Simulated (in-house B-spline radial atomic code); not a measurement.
Results of a calculation; reference values are marked as such.
Sr⁺ at several levels of theory

Ground configuration [Kr] 5s1. All numbers come from an all-electron radial atomic-structure program (B-spline basis), all electrons, at the radial basis limit. Mean-field, RPA, GW and linear-response runs are scalar-relativistic (one-electron X2C), no spin-orbit coupling, without Breit or QED terms, open shells spin-polarised at highest spin; the many-body runs on Dirac-Hartree-Fock orbitals are four-component, and their energies hold both.

RPA overbinds a lone outer s electron by self-correlation, and G0W0 tends to as well.

**Ionisation energy.** The reference is 11.030 eV (NIST, measured).

```csv
method,value (eV),minus reference (eV)
minus the highest LDA VWN5 level,8.87,-2.16
"LDA VWN5, difference of total energies",11.36,+0.33
minus the highest PBE level,8.67,-2.36
"PBE, difference of total energies",11.19,+0.16
G0W0 on PBE,11.49,+0.46
exact exchange + RPA on PBE,11.56,+0.53
exact exchange + RPA + SOSEX on PBE,10.96,-0.07
minus the highest r2SCAN level,8.76,-2.27
"r2SCAN, difference of total energies",10.87,-0.16
minus the highest PBE0 level,9.23,-1.80
"PBE0, difference of total energies",11.06,+0.03
G0W0 on PBE0,11.46,+0.43
minus the highest B3LYP (VWN-RPA) level,9.20,-1.83
"B3LYP (VWN-RPA), difference of total energies",11.28,+0.25
minus the highest CAM-B3LYP level,10.19,-0.84
minus the highest LC-wPBE level,10.94,-0.09
minus the highest Hartree-Fock level,10.48,-0.55
"Hartree-Fock, difference of total energies",10.45,-0.58
G0W0 on Hartree-Fock,11.29,+0.26
"MP2, difference of total energies",11.05,+0.02
Brueckner orbital with screened correlation (5s1/2),11.04,+0.01
```

(1) Which methods come closest, and which lies farthest off?

Run times on one thread of shared hosts: mean field, RPA, SOSEX and G0W0 on PBE, for the atom and its ion, 10 s (Arm Neoverse N1); Brueckner orbitals with all properties, 130 s (Arm Neoverse V2).

Answers

(1) Closest: Brueckner orbital with screened correlation (5s1/2) (+0.01 eV) and MP2, difference of total energies (+0.02 eV). Farthest: minus the highest PBE level (-2.36 eV). The PBE level misses by -2.4 eV while the PBE energy difference misses by +0.16 eV: the semilocal potential lacks the −1/r tail and the energy is convex in the electron number, but total energies at whole numbers are far better.
